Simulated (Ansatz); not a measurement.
`C=[C](F)[InH][CH3]` + CH₃OH → `C[O][InH][CH3]` + `C=CF` at 600 K and 1 bar (ligand exchange at the In–C bond).

Computed with Ansatz on PBE0-D4/def2-TZVP structures; ΔE is electronic, products minus reactants. CCSD(T)/CBS adds triple-zeta CCSD(T) − MP2 to the extrapolated MP2 energy (def2 sets, frozen cores). This one scheme is used for every species. Elements past krypton have def2 core potentials. For In outer-core shells are correlated without core-valence functions, which leaves a few kJ/mol of doubt a bond. Each species was taken in one conformer, which may not be the lowest.

| species | CCSD(T)/CBS energy (Eh) | H − E (kJ/mol) | S (J/(mol·K)) |
| --- | --- | --- | --- |
| `C=[C](F)[InH][CH3]` | -407.31865 | 264.2 | 492.7 |
| CH₃OH | -115.61712 | 163.6 | 277.3 |
| `C[O][InH][CH3]` | -345.29152 | 279.4 | 463.4 |
| `C=CF` | -177.66469 | 146.9 | 296.5 |

H − E and S are ideal-gas, rigid-rotor, harmonic terms from PBE0-D4/def2-TZVP, for one conformer and one mirror image of each species. 1 Eh = 2625.50 kJ/mol, R = 8.31446 J/(mol·K).

Task: By hand: ΔE, ΔH, ΔS and ΔG.

Result: ΔE = (-345.29152) + (-177.66469) − (-407.31865) − (-115.61712) = -0.02044 Eh = -53.7 kJ/mol. Δ(H − E) = 279.4 + 146.9 − 264.2 − 163.6 = -1.5, so ΔH = -55.2 kJ/mol. ΔS = 463.4 + 296.5 − 492.7 − 277.3 = -10.1 J/(mol·K). ΔG = -55.2 − 600 × (-10.1)/1000 = -49.1 kJ/mol.

Task: By hand: the equilibrium constant, and the temperature at which ΔG would vanish if ΔH and ΔS stayed fixed.

Result: log₁₀ K = −ΔG/(RT ln 10) = 4.3. ΔG = 0 at ΔH/ΔS = 5465 K, far beyond where these terms or the molecules hold.

The number of gas molecules stays the same, so ΔS is small and ΔH decides. A doubt of 5 kJ/mol in ΔE shifts log₁₀ K by 0.4 here. Other conformers and mirror images would add mixing entropy, several J/(mol·K) or more a flexible species. Modes under 60 cm⁻¹, often nearly free rotors, make the harmonic entropy too high. These are equilibria of isolated gas molecules and say nothing of rates. Largest T1 diagnostic: 0.015 (customary marks: 0.02 for closed shells, 0.045 for open ones).
